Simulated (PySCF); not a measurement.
VO2Cl, SMILES [V](=[O])([Cl])=[O], multiplicity 1.

The structure is a stationary point at PBE-D3(BJ)/def2-SVP. The spin state was assumed, not searched.

Method: PBE-D3(BJ)/def2-SVP (PySCF).

Frequencies are harmonic and unscaled.

Question: List the normal modes with their intensities. (Estimate from the structure and the level; the computed values follow.)

Answer: 
```json
[
 {"mode": "1", "ν (cm⁻¹)": "146", "IR (km/mol)": "44.8", "moving atoms (share of kinetic energy)": "O 48 %, V 38 %, Cl 14 %"},
 {"mode": "2", "ν (cm⁻¹)": "189", "IR (km/mol)": "2.0", "moving atoms (share of kinetic energy)": "O 62 %, Cl 21 %, V 17 %"},
 {"mode": "3", "ν (cm⁻¹)": "354", "IR (km/mol)": "21.6", "moving atoms (share of kinetic energy)": "O 57 %, Cl 33 %, V 10 %"},
 {"mode": "4", "ν (cm⁻¹)": "480", "IR (km/mol)": "36.5", "moving atoms (share of kinetic energy)": "V 38 %, O 32 %, Cl 30 %"},
 {"mode": "5", "ν (cm⁻¹)": "1072", "IR (km/mol)": "95.7", "moving atoms (share of kinetic energy)": "O 79 %, V 21 %"},
 {"mode": "6", "ν (cm⁻¹)": "1073", "IR (km/mol)": "176.3", "moving atoms (share of kinetic energy)": "O 69 %, V 31 %"}
]
```
